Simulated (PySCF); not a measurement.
A structure optimised at PBE-D3(BJ)/def2-SVP, used in a PySCF frequency run:

```
W
H 1 1.6839
H 1 1.6839 2 61.86
Cl 1 2.2815 2 82.61 3 85.54
Cl 1 2.2815 2 82.61 3 -85.54
Cl 1 2.3269 2 141.42 3 0.00
Cl 1 2.3269 2 79.56 3 180.00
```
Charge 0, spin multiplicity 1.

**Question.** Write its SMILES, formula and point group.

**Answer.** [Cl][WH2]([Cl])([Cl])[Cl], Cl4H2W, C2v

**Question.** What are its rotational constants (standard atomic weights)?

**Answer.** 1.2793, 1.2107, 0.72288 GHz
